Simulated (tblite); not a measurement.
Input of a run (GFN2-xTB geometry optimisation, gas phase (tblite 0.8.0)), started from a force field or distance geometry:
```
{"job": {"kind": "relax", "xc": "GFN2-xTB", "basis": "xTB"}, "charge": 0, "multiplicity": 2}
F     -3.391400    -0.853600     0.378800
C     -2.370500    -0.290300    -0.391800
F     -2.830600     0.979600    -0.692600
F     -2.136200    -1.002800    -1.551300
C     -1.186300    -0.204800     0.539200
C      0.033500     0.378200    -0.123700
C      1.188800     0.433700     0.888600
C      2.327900     0.477500    -0.080400
C      1.948600    -0.114400    -1.215100
O      0.635500    -0.535300    -1.045600
H     -1.465400     0.432200     1.393600
H     -0.996400    -1.213000     0.958900
H      1.242000    -0.505700     1.452600
H      1.145300     1.349500     1.500200
H      3.310500     0.919700     0.088600
H      2.537100    -0.241700    -2.111400
```

Output (eV, eV/Å):
```
step      E/eV     max force
  0    -926.80738    3.717
  1    -927.25810    2.208
  2    -927.57870    1.004
  3    -927.65784    0.770
  4    -927.72852    0.770
  5    -927.77526    0.753
  6    -927.83637    0.515
  7    -927.87272    0.439
  8    -927.89770    0.319
  9    -927.91473    0.300
 10    -927.93023    0.299
 11    -927.94614    0.309
 12    -927.96230    0.399
 13    -927.97871    0.363
 14    -927.99482    0.329
 15    -928.00969    0.314
 16    -928.02057    0.255
 17    -928.02791    0.228
 18    -928.03416    0.203
 19    -928.03985    0.180
 20    -928.04457    0.156
 21    -928.04832    0.125
 22    -928.05159    0.131
 23    -928.05481    0.165
 24    -928.05793    0.141
 25    -928.06072    0.135
 26    -928.06323    0.129
 27    -928.06559    0.100
 28    -928.06766    0.098
 29    -928.06928    0.091
 30    -928.07058    0.092
 31    -928.07181    0.082
 32    -928.07309    0.077
 33    -928.07428    0.082
 34    -928.07522    0.069
 35    -928.07594    0.056
 36    -928.07652    0.055
 37    -928.07702    0.053
 38    -928.07743    0.046
 39    -928.07777    0.054
 40    -928.07807    0.055
 41    -928.07835    0.043
 42    -928.07858    0.037
 43    -928.07881    0.050
 44    -928.07909    0.067
 45    -928.07951    0.072
 46    -928.08001    0.055
 47    -928.08043    0.038
 48    -928.08073    0.039
 49    -928.08103    0.056
 50    -928.08145    0.062
 51    -928.08199    0.066
 52    -928.08256    0.056
 53    -928.08306    0.050
 54    -928.08357    0.059
 55    -928.08415    0.069
 56    -928.08486    0.073
 57    -928.08565    0.068
 58    -928.08653    0.069
 59    -928.08755    0.072
 60    -928.08852    0.062
 61    -928.08921    0.048
 62    -928.08962    0.066
 63    -928.08986    0.055
 64    -928.09024    0.048
 65    -928.09069    0.059
 66    -928.09094    0.043
 67    -928.09118    0.030
 68    -928.09134    0.032
 69    -928.09156    0.031
 70    -928.09182    0.028
 71    -928.09201    0.034
 72    -928.09213    0.043
 73    -928.09229    0.035
 74    -928.09251    0.036
 75    -928.09275    0.041
 76    -928.09309    0.050
 77    -928.09376    0.072
 78    -928.09511    0.126
 79    -928.09680    0.178
 80    -928.07243    0.509
 81    -928.10078    0.111
 82    -928.10319    0.119
 83    -928.09693    0.530
 84    -928.10927    0.122
 85    -928.11344    0.128
 86    -928.09868    0.601
 87    -928.11898    0.118
 88    -928.12257    0.118
 89    -928.11549    0.472
 90    -928.13071    0.137
 91    -928.13460    0.145
 92    -928.13205    0.404
 93    -928.14559    0.117
 94    -928.15014    0.096
 95    -928.15331    0.459
 96    -928.15936    0.086
 97    -928.16103    0.096
 98    -928.16322    0.129
 99    -928.16439    0.085
100    -928.16604    0.070
101    -928.16718    0.096
102    -928.16851    0.094
103    -928.16982    0.096
104    -928.17091    0.090
105    -928.17153    0.138
106    -928.17261    0.081
107    -928.17330    0.041
108    -928.17381    0.058
109    -928.17419    0.058
110    -928.17444    0.043
111    -928.17465    0.034
112    -928.17483    0.030
113    -928.17498    0.024
114    -928.17512    0.029
115    -928.17529    0.036
116    -928.17549    0.041
117    -928.17575    0.043
118    -928.17611    0.040
119    -928.17649    0.037
120    -928.17697    0.046
121    -928.17759    0.054
122    -928.17833    0.074
123    -928.17902    0.065
124    -928.17937    0.090
125    -928.17892    0.187
126    -928.18013    0.050
127    -928.18038    0.046
128    -928.18076    0.026
129    -928.18109    0.042
130    -928.18131    0.043
131    -928.18154    0.034
132    -928.18172    0.074
133    -928.18189    0.060
134    -928.18208    0.036
135    -928.18221    0.037
136    -928.18234    0.041
137    -928.18254    0.047
138    -928.18280    0.049
139    -928.18314    0.045
140    -928.18348    0.041
141    -928.18376    0.034
142    -928.18401    0.029
143    -928.18419    0.027
144    -928.18429    0.019
145    -928.18435    0.019
146    -928.18439    0.017
147    -928.18443    0.014
148    -928.18449    0.012
149    -928.18452    0.012
150    -928.18456    0.012
151    -928.18459    0.011
152    -928.18460    0.010
```

Q: Summarise the run.

A: The energy falls by 132.9 kJ/mol over 152 L-BFGS steps, the largest force on an atom goes from 3.72 to 0.010 eV/Å, and the atoms move by 0.827 Å rms after alignment. The bond that changes most is C6–O10 (ends: carbon bonded to 2 C and O; oxygen bonded to 2 C), which shortens by 0.060 Å. Bonds longer at the end by more than 0.005 Å: 1 of 16; shorter: 11. Among the angles that change most is C5–C6–C7, from 109.4° to 127.9°. Among the dihedrals that turn most is H12–C5–C6–C7, from -57° to -169°. The energy rose by more than 1e-5 eV at steps 80, 83, 86, 89, 92 and 125. The first step brought 33 % of the lowering.

Q: What are the final bond lengths?

A: F1–C2 1.344 Å, C2–F3 1.343 Å, C2–F4 1.336 Å, C2–C5 1.535 Å, C5–C6 1.481 Å, C6–C7 1.495 Å, C7–C8 1.499 Å, C8=C9 1.337 Å, C9–O10 1.352 Å, C6–O10 1.371 Å, C5–H11 1.092 Å, C5–H12 1.092 Å, C7–H13 1.099 Å, C7–H14 1.101 Å, C8–H15 1.070 Å, C9–H16 1.073 Å. Numbering counts from 1 in the input's order; the species is `FC(F)(F)C[C]1CC=CO1` [radical].

Hardware: one thread, Arm Neoverse V2 (aarch64), on a shared host. Cost: 0.9 s wall.

Its GFN2-xTB frequencies are all real (lowest 31 cm⁻¹).

One conformer stands for the species.

The numbers are calculated, not measured.
